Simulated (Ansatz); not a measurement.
`O[SiH](O)C[SiH2]F`, charge 0, multiplicity 1.

Q: Give a relaxed structure at PBE0-D4/def2-TZVP (the Gaussian-basis code of Ansatz). (An estimate is asked.)

A: Computed: 
Z-matrix (Å, degrees):
```
Si
O 1 1.645
C 1 1.862 2 103.8
O 1 1.639 2 113.2 3 -121.1
H 1 1.482 2 111.0 3 122.0
H 2 0.958 1 117.8 3 179.0
Si 3 1.853 1 113.4 2 -60.0
H 3 1.095 1 108.7 2 177.9
H 3 1.096 1 108.9 2 60.9
H 4 0.961 1 115.9 2 68.6
F 7 1.617 3 107.8 1 -40.4
H 7 1.480 3 112.3 1 77.6
H 7 1.484 3 112.7 1 -157.2
```
This is one stationary point; other conformers may exist.
